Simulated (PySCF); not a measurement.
HCl₃HfO, charge +1, doublet, at the geometry of the source list (the multiplicity is a formal guess) (core potentials on Hf); PySCF with HF/def2-SVP.

Here is a job for PySCF.
```python
from pyscf import gto, scf

mol = gto.Mole()
mol.atom = '''
    Hf    0.354600    0.042300   -0.046000
    Cl    2.297800    0.911500   -0.760000
    Cl    0.776000   -0.742900    2.010200
    Cl   -0.064400   -1.780100   -1.287900
    O    -1.233800    0.953300   -0.004900
    H    -2.130200    0.615800    0.088600
'''
mol.basis = 'def2-svp'
mol.ecp = {'Hf': 'def2-svp'}
mol.charge = 1
mol.spin = 1
mol.verbose = 4
mol.build()

mf = scf.UHF(mol)
mf.kernel()
```

Problem. Write the output that PySCF gives for this input, abridged.

Solution. 
```
PySCF version 2.14.0

[INPUT] verbose = 4
[INPUT] num. atoms = 6
[INPUT] num. electrons = 71
[INPUT] charge = 1
[INPUT] spin (= nelec alpha-beta = 2S) = 1
[INPUT] symmetry False subgroup None
[INPUT] Mole.unit = angstrom
[INPUT] Symbol           X                Y                Z      unit          X                Y                Z       unit  Magmom
[INPUT]  1 Hf     0.354600000000   0.042300000000  -0.046000000000 AA    0.670096883771   0.079935415069  -0.086927401730 Bohr   0.0
[INPUT]  2 Cl     2.297800000000   0.911500000000  -0.760000000000 AA    4.342212689026   1.722485362541  -1.436191854669 Bohr   0.0
[INPUT]  3 Cl     0.776000000000  -0.742900000000   2.010200000000 AA    1.466427472662  -1.403877537939   3.798727455601 Bohr   0.0
[INPUT]  4 Cl    -0.064400000000  -1.780100000000  -1.287900000000 AA   -0.121698362422  -3.363901474338  -2.433778275827 Bohr   0.0
[INPUT]  5 O     -1.233800000000   0.953300000000  -0.004900000000 AA   -2.331544092488   1.801475914548  -0.009259658010 Bohr   0.0
[INPUT]  6 H     -2.130200000000   0.615800000000   0.088600000000 AA   -4.025494590548   1.163693347507   0.167429734636 Bohr   0.0

nuclear repulsion = 377.940355556275
number of shells = 45
number of NR pGTOs = 196
number of NR cGTOs = 105
basis = def2-svp
ecp = {'Hf': 'def2-svp'}

******** <class 'pyscf.scf.uhf.UHF'> ********
method = UHF
initial guess = minao
damping factor = 0
level_shift factor = 0
DIIS = <class 'pyscf.scf.diis.CDIIS'>
diis_start_cycle = 1
diis_space = 8
diis_damp = 0
SCF conv_tol = 1e-09
SCF conv_tol_grad = None
SCF max_cycles = 50
direct_scf = True
direct_scf_tol = 1e-13
number electrons alpha = 36  beta = 35
Set gradient conv threshold to 3.16228e-05
init E= -1488.50077357729

cycle= 1 E= -1500.70331423519  delta_E= -12.2  |g|= 0.499  |ddm|= 5.42
cycle= 2 E= -1500.75342404966  delta_E= -0.0501  |g|= 0.275  |ddm|= 0.502
cycle= 3 E= -1500.78220125799  delta_E= -0.0288  |g|= 0.067  |ddm|= 0.223
cycle= 4 E= -1500.78511470033  delta_E= -0.00291  |g|= 0.0181  |ddm|= 0.0708
cycle= 5 E= -1500.78580601645  delta_E= -0.000691  |g|= 0.0105  |ddm|= 0.0435
cycle= 6 E= -1500.78621018143  delta_E= -0.000404  |g|= 0.0079  |ddm|= 0.0338
cycle= 7 E= -1500.78652177218  delta_E= -0.000312  |g|= 0.00838  |ddm|= 0.027
cycle= 8 E= -1500.78607560672  delta_E= 0.000446  |g|= 0.00657  |ddm|= 0.0423
cycle= 9 E= -1500.78551462612  delta_E= 0.000561  |g|= 0.00227  |ddm|= 0.114
cycle= 10 E= -1500.7855101791  delta_E= 4.45e-06  |g|= 0.00148  |ddm|= 0.0247
cycle= 11 E= -1500.78551603473  delta_E= -5.86e-06  |g|= 0.00118  |ddm|= 0.00665
cycle= 12 E= -1500.78552703177  delta_E= -1.1e-05  |g|= 0.00132  |ddm|= 0.00628
cycle= 13 E= -1500.78552431038  delta_E= 2.72e-06  |g|= 0.0013  |ddm|= 0.00174
cycle= 14 E= -1500.78552060242  delta_E= 3.71e-06  |g|= 0.00121  |ddm|= 0.00261
cycle= 15 E= -1500.78551911197  delta_E= 1.49e-06  |g|= 0.0011  |ddm|= 0.00376
cycle= 16 E= -1500.78551985678  delta_E= -7.45e-07  |g|= 0.000764  |ddm|= 0.00804
cycle= 17 E= -1500.78552330467  delta_E= -3.45e-06  |g|= 0.000424  |ddm|= 0.00931
cycle= 18 E= -1500.78552510692  delta_E= -1.8e-06  |g|= 0.00029  |ddm|= 0.00422
cycle= 19 E= -1500.78552604608  delta_E= -9.39e-07  |g|= 0.000163  |ddm|= 0.00382
cycle= 20 E= -1500.78552628339  delta_E= -2.37e-07  |g|= 0.000118  |ddm|= 0.00153
cycle= 21 E= -1500.78552644479  delta_E= -1.61e-07  |g|= 7.63e-05  |ddm|= 0.00145
cycle= 22 E= -1500.78552648822  delta_E= -4.34e-08  |g|= 4.06e-05  |ddm|= 0.000953
cycle= 23 E= -1500.78552650095  delta_E= -1.27e-08  |g|= 2.58e-05  |ddm|= 0.000455
cycle= 24 E= -1500.78552650387  delta_E= -2.92e-09  |g|= 1.96e-05  |ddm|= 0.000211
cycle= 25 E= -1500.78552650683  delta_E= -2.96e-09  |g|= 2.08e-05  |ddm|= 0.000133
cycle= 26 E= -1500.7855265068  delta_E= 2.82e-11  |g|= 2.03e-05  |ddm|= 6.4e-05
Extra cycle  E= -1500.78552650854  delta_E= -1.74e-09  |g|= 2e-05  |ddm|= 5.91e-05
converged SCF energy = -1500.78552650854  <S^2> = 0.81512399  2S+1 = 2.0640969
```
